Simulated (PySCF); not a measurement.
PySCF input (M06-2X/def2-TZVPD):

```python
from pyscf import gto, scf, dft

mol = gto.M(
    atom='''
    Si   -0.01031448   -0.02159705    0.30558972
    Cl   -0.07890239   -0.16521028    2.33766016
    Br   -0.88170038    1.90776582   -0.31672669
    Br    2.08987871   -0.13896735   -0.36107731
    Br   -1.16572852   -1.67991466   -0.57986682
    ''',
    basis='def2-tzvpd',
    charge=0,
    spin=0,
    verbose=4,
)

mf = dft.RKS(mol, xc='m062x').density_fit(auxbasis='def2-universal-jkfit')
mf.grids.level = 4
mf.conv_tol = 1e-9
mf.max_cycle = 100
mf.max_memory = 1500
mf.kernel()
if not mf.converged:
    mf = mf.newton()
    mf.kernel(mf.make_rdm1())
mf.analyze()
```

Output:

```
PySCF version 2.14.0

[INPUT] verbose = 4
[INPUT] num. atoms = 5
[INPUT] num. electrons = 136
[INPUT] charge = 0
[INPUT] spin (= nelec alpha-beta = 2S) = 0
[INPUT] symmetry False subgroup None
[INPUT] Mole.unit = angstrom
[INPUT] Symbol           X                Y                Z      unit          X                Y                Z       unit  Magmom
[INPUT]  1 Si    -0.010314480000  -0.021597050000   0.305589720000 AA   -0.019491542317  -0.040812509599   0.577480877283 Bohr   0.0
[INPUT]  2 Cl    -0.078902390000  -0.165210280000   2.337660160000 AA   -0.149103907674  -0.312202182163   4.417537474707 Bohr   0.0
[INPUT]  3 Br    -0.881700380000   1.907765820000  -0.316726690000 AA   -1.666172242125   3.605154909606  -0.598526700440 Bohr   0.0
[INPUT]  4 Br     2.089878710000  -0.138967350000  -0.361077310000 AA    3.949298395459  -0.262610231757  -0.682337225695 Bohr   0.0
[INPUT]  5 Br    -1.165728520000  -1.679914660000  -0.579866820000 AA   -2.202907638395  -3.174578620042  -1.095789478522 Bohr   0.0

nuclear repulsion = 1226.06667852588
number of shells = 88
number of NR pGTOs = 477
number of NR cGTOs = 260
basis = def2-tzvpd
ecp = {}

******** <class 'pyscf.df.df_jk.DFRKS'> ********
method = DFRKS
initial guess = minao
damping factor = 0
level_shift factor = 0
DIIS = <class 'pyscf.scf.diis.CDIIS'>
diis_start_cycle = 1
diis_space = 8
diis_damp = 0
SCF conv_tol = 1e-09
SCF conv_tol_grad = None
SCF max_cycles = 100
direct_scf = False
XC library pyscf.dft.libxc version 7.1.2
    S. Lehtola, C. Steigemann, M. J. T. Oliveira, and M. A. L. Marques,  SoftwareX 7, 1–5 (2018)
XC functionals = m062x
    Y. Zhao and D. G. Truhlar,  Theor. Chem. Acc. 120, 215 (2008)
    Y. Zhao and D. G. Truhlar,  Theor. Chem. Acc. 120, 215 (2008)
radial grids:
    Treutler-Ahlrichs [JCP 102, 346 (1995); DOI:10.1063/1.469408] (M4) radial grids

becke partition: Becke, JCP 88, 2547 (1988); DOI:10.1063/1.454033
pruning grids: <function nwchem_prune>
grids dens level: 4
symmetrized grids: False
atomic radii adjust function: <function treutler_atomic_radii_adjust>
small_rho_cutoff = 0
Set gradient conv threshold to 3.16228e-05
Initial guess from minao.
tot grids = 148168
******** <class 'pyscf.df.df.DF'> ********
auxbasis = def2-universal-jkfit
init E= -8469.87964140129
  HOMO = -0.346384882593899  LUMO = -0.0711290559042972  gap/eV = 7.49009
cycle= 1 E= -8472.40146949871  delta_E= -2.52  |g|= 0.529  |ddm|= 2.44
  HOMO = -0.385923414105848  LUMO = -0.0928696293011022  gap/eV = 7.97440
cycle= 2 E= -8472.36413820631  delta_E= 0.0373  |g|= 0.637  |ddm|= 0.97
[...]
cycle= 9 E= -8472.46921748891  delta_E= -6.8e-10  |g|= 8.43e-06  |ddm|= 6.86e-05
  HOMO = -0.365103290194679  LUMO = -0.0353019245741208  gap/eV = 8.97435
Extra cycle  E= -8472.46921748893  delta_E= -2.18e-11  |g|= 5.24e-06  |ddm|= 1.77e-05
converged SCF energy = -8472.46921748893
**** SCF Summaries ****
Total Energy =                       -8472.469217488927825
Nuclear Repulsion Energy =            1226.066678525875659
One-electron Energy =               -14232.096738831824041
Two-electron Energy =                 4533.560842817020784
Two-electron Coulomb Energy =         4857.077821171395954
DFT Exchange-Correlation Energy =     -323.516978354375397
HOMO-LUMO gap [eV] =                     8.974352269824173
**** MO energy ****
MO #1   energy= -485.398254243554  occ= 2
MO #2   energy= -485.398252900886  occ= 2
MO #3   energy= -485.398251417943  occ= 2
MO #4   energy= -102.667570526748  occ= 2
MO #5   energy= -67.1613343008635  occ= 2
MO #6   energy= -63.3831832217761  occ= 2
MO #7   energy= -63.3831817897508  occ= 2
MO #8   energy= -63.3831793615957  occ= 2
MO #9   energy= -57.2021011261041  occ= 2
MO #10  energy= -57.202099690464   occ= 2
MO #11  energy= -57.202092244153   occ= 2
MO #12  energy= -57.2005260884129  occ= 2
MO #13  energy= -57.2005256295672  occ= 2
MO #14  energy= -57.2005222424101  occ= 2
MO #15  energy= -57.2005176233229  occ= 2
MO #16  energy= -57.2005170853847  occ= 2
MO #17  energy= -57.2005146173509  occ= 2
MO #18  energy= -9.83168654151691  occ= 2
MO #19  energy= -9.04900937390061  occ= 2
MO #20  energy= -9.04900762200806  occ= 2
MO #21  energy= -9.04900273935924  occ= 2
MO #22  energy= -7.55227067489121  occ= 2
MO #23  energy= -7.54905307308466  occ= 2
MO #24  energy= -7.54905241273159  occ= 2
MO #25  energy= -6.87122220709337  occ= 2
MO #26  energy= -6.87122034233406  occ= 2
MO #27  energy= -6.87121772419166  occ= 2
MO #28  energy= -6.86519882759994  occ= 2
MO #29  energy= -6.86519779998822  occ= 2
MO #30  energy= -6.86519715468653  occ= 2
MO #31  energy= -6.86519606114757  occ= 2
MO #32  energy= -6.86519577495627  occ= 2
MO #33  energy= -6.86519439021994  occ= 2
MO #34  energy= -5.68703813744771  occ= 2
MO #35  energy= -3.99809328873348  occ= 2
MO #36  energy= -3.99809295685054  occ= 2
MO #37  energy= -3.99795868970809  occ= 2
MO #38  energy= -2.90501201301636  occ= 2
MO #39  energy= -2.90501119741887  occ= 2
MO #40  energy= -2.90500366644092  occ= 2
MO #41  energy= -2.90274951972004  occ= 2
MO #42  energy= -2.90274483479506  occ= 2
MO #43  energy= -2.90274420475392  occ= 2
MO #44  energy= -2.90274019643717  occ= 2
MO #45  energy= -2.90273783205406  occ= 2
MO #46  energy= -2.90273597160062  occ= 2
MO #47  energy= -2.89714011082027  occ= 2
MO #48  energy= -2.89713841090143  occ= 2
MO #49  energy= -2.89713782669109  occ= 2
MO #50  energy= -2.89713442793909  occ= 2
MO #51  energy= -2.89713393243533  occ= 2
MO #52  energy= -2.89713258126449  occ= 2
MO #53  energy= -0.963797744298631 occ= 2
MO #54  energy= -0.905459254255621 occ= 2
MO #55  energy= -0.879560373168039 occ= 2
MO #56  energy= -0.879559028202372 occ= 2
MO #57  energy= -0.608522891419838 occ= 2
MO #58  energy= -0.495746627729584 occ= 2
MO #59  energy= -0.483710905431758 occ= 2
MO #60  energy= -0.483708705680471 occ= 2
MO #61  energy= -0.422599309924008 occ= 2
MO #62  energy= -0.422597765602796 occ= 2
MO #63  energy= -0.397698141130101 occ= 2
MO #64  energy= -0.39595546485883  occ= 2
MO #65  energy= -0.395951995505292 occ= 2
MO #66  energy= -0.37222830479864  occ= 2
MO #67  energy= -0.372224285145705 occ= 2
MO #68  energy= -0.365103290194679 occ= 2
MO #69  energy= -0.0353019245741208 occ= 0
MO #70  energy= 0.00516260890504542 occ= 0
MO #71  energy= 0.0112458431483194 occ= 0
MO #72  energy= 0.0112464363073259 occ= 0
MO #73  energy= 0.0164201371203771 occ= 0
MO #74  energy= 0.0215744509862015 occ= 0
MO #75  energy= 0.021574809342968  occ= 0
MO #76  energy= 0.0228842994517177 occ= 0
MO #77  energy= 0.0405073231107734 occ= 0
MO #78  energy= 0.0405079754712389 occ= 0
MO #79  energy= 0.050318872452423  occ= 0
MO #80  energy= 0.0503192824674205 occ= 0
MO #81  energy= 0.0507244506746368 occ= 0
MO #82  energy= 0.0711204432242161 occ= 0
MO #83  energy= 0.074886473895843  occ= 0
MO #84  energy= 0.0797665463513527 occ= 0
MO #85  energy= 0.0797668358350832 occ= 0
MO #86  energy= 0.124170094038298  occ= 0
MO #87  energy= 0.12417118858924   occ= 0
MO #88  energy= 0.124366230875255  occ= 0
MO #89  energy= 0.141157017561533  occ= 0
MO #90  energy= 0.14115840375224   occ= 0
MO #91  energy= 0.142112853616928  occ= 0
MO #92  energy= 0.142120620085894  occ= 0
MO #93  energy= 0.151444808527465  occ= 0
MO #94  energy= 0.174465676519442  occ= 0
MO #95  energy= 0.174466716684905  occ= 0
MO #96  energy= 0.182782001136269  occ= 0
MO #97  energy= 0.194372336449012  occ= 0
MO #98  energy= 0.194375760317349  occ= 0
MO #99  energy= 0.203308567637899  occ= 0
MO #100 energy= 0.204094376822503  occ= 0
MO #101 energy= 0.213549345314763  occ= 0
MO #102 energy= 0.213549829698036  occ= 0
MO #103 energy= 0.234041949499114  occ= 0
MO #104 energy= 0.243048702619589  occ= 0
MO #105 energy= 0.243050586194698  occ= 0
MO #106 energy= 0.249149052292291  occ= 0
MO #107 energy= 0.266762269910318  occ= 0
[...]
```
